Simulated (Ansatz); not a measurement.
`FB1BC1` and `BrB1BC1` differ in one element.

Ansatz, PBE0-D4/def2-TZVP geometries, multiplicity 1. 

Scalar relativity is left out up to krypton.

| property | `FB1BC1` |
| --- | --- |
| LUMO energy (PBE0/def2-TZVPP) / eV | -0.73 |
| size of the dipole moment (B3LYP/def2-TZVPP) / D | 1.51 |
| HOMO–LUMO gap (PBE0/def2-TZVPP) / eV | 7.25 |
| HOMO–LUMO gap (B3LYP/def2-TZVPP) / eV | 6.84 |
| HOMO–LUMO gap (PBE/def2-TZVPP) / eV | 4.96 |
| size of the dipole moment (ωB97M-V/def2-TZVPP) / D | 1.52 |

What does the change do to each property? (Estimate.)

Computed: 
| property | `BrB1BC1` | shift |
| --- | --- | --- |
| LUMO energy (PBE0/def2-TZVPP) / eV | -0.88 | -0.15 |
| size of the dipole moment (B3LYP/def2-TZVPP) / D | 1.88 | 0.37 |
| HOMO–LUMO gap (PBE0/def2-TZVPP) / eV | 6.69 | -0.56 |
| HOMO–LUMO gap (B3LYP/def2-TZVPP) / eV | 6.29 | -0.55 |
| HOMO–LUMO gap (PBE/def2-TZVPP) / eV | 4.48 | -0.48 |
| size of the dipole moment (ωB97M-V/def2-TZVPP) / D | 1.92 | 0.40 |

With PBE0 the HOMO rises by 0.43 eV and the LUMO falls by 0.15 eV, so the gap narrows by about 0.58 eV. PBE moves the HOMO by 0.35 eV and ωB97M-V by 0.50 eV. Dipoles are sizes alone; their direction can turn.

B3LYP here is the variant with VWN-RPA as its local correlation; programs differ in this.

Spin–orbit coupling is left out; it splits and shifts lone-pair levels of the heavy atoms by tenths of an eV.
